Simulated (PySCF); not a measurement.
A structure optimised at PBE-D3(BJ)/def2-SVP, used in a PySCF frequency run:

```xyz
12

C      1.2766    -2.1252     0.0000
C      0.4577    -1.2084     0.0000
B     -0.6096    -0.0853     0.0000
O     -1.9624    -0.3847     0.0000
N     -0.2324     1.2760     0.0000
C      1.1035     1.8281     0.0000
H      1.9997    -2.9300     0.0000
H     -2.1053    -1.3457     0.0000
H     -0.9903     1.9633     0.0000
H      1.3010     2.4570    -0.8971
H      1.3010     2.4570     0.8971
H      1.8418     1.0033     0.0000
```
Charge 0, spin multiplicity 1.

Problem. Write its SMILES, formula and point group.

Solution. C#CB(O)NC, C3H6BNO, Cs

Problem. What are its rotational constants (standard atomic weights)?

Solution. 4.1898, 3.0363, 1.7806 GHz
